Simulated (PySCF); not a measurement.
## `InChI=1S/C4H5F3/c1-2-3(5)4(6)7/h2-4H,1H2/t3-/m0/s1`

Cartesian coordinates in Å; atom numbers follow the order of the lines, from 1:
```xyz
12

C     1.982    0.099   -0.049
C     0.839   -0.223    0.525
C    -0.407   -0.580   -0.234
F    -0.168   -0.656   -1.585
C    -1.500    0.484   -0.032
F    -1.604    0.817    1.273
F    -2.710    0.010   -0.397
H     2.852    0.344    0.534
H     2.091    0.115   -1.120
H     0.716   -0.245    1.598
H    -0.797   -1.560    0.076
H    -1.293    1.394   -0.615
```

Computed with GIAO BHandHLYP/MINI magnetisability, rotational g tensor and spin-rotation constants, non-relativistic, gas phase (PySCF 2.14.0). Geometry: GFN2-xTB.

(1) Give the nuclear spin-rotation constants along the inertial axes (H = +C I·J) beside the isotropic shieldings.

## Answers

(1) Rotational constants 4.3449, 1.9323, 1.4286 GHz. A star marks the isotopologue with that one atom substituted, in its own axes.
| atom | isotope | Caa (kHz) | Cbb (kHz) | Ccc (kHz) | mean (kHz) | σ (ppm) |
| --- | --- | --- | --- | --- | --- | --- |
| F4 | 19F | -1.250 | 0.581 | -0.326 | -0.332 | 481.9 |
| F6 | 19F | -1.497 | 1.438 | 0.400 | 0.113 | 429.5 |
| F7 | 19F | 1.768 | 0.249 | 0.421 | 0.812 | 420.7 |
| H8 | 1H | -0.102 | -0.025 | -0.190 | -0.106 | 24.1 |
| H9 | 1H | -0.486 | 0.063 | -0.130 | -0.184 | 24.1 |
| H10 | 1H | -0.509 | 0.070 | -0.127 | -0.189 | 24.1 |
| H11 | 1H | -0.474 | -0.236 | 0.041 | -0.223 | 25.7 |
| H12 | 1H | -0.504 | -0.247 | 0.068 | -0.228 | 25.2 |
| C1 | 13C* | 1.031 | 0.582 | 0.153 | 0.589 | 112.9 |
| C2 | 13C* | 0.966 | 0.607 | 0.165 | 0.579 | 112.5 |
| C3 | 13C* | 0.704 | 0.254 | 0.199 | 0.386 | 159.6 |
| C5 | 13C* | 0.755 | 0.307 | 0.255 | 0.439 | 140.9 |

For the geometry as given, no vibrational averaging.
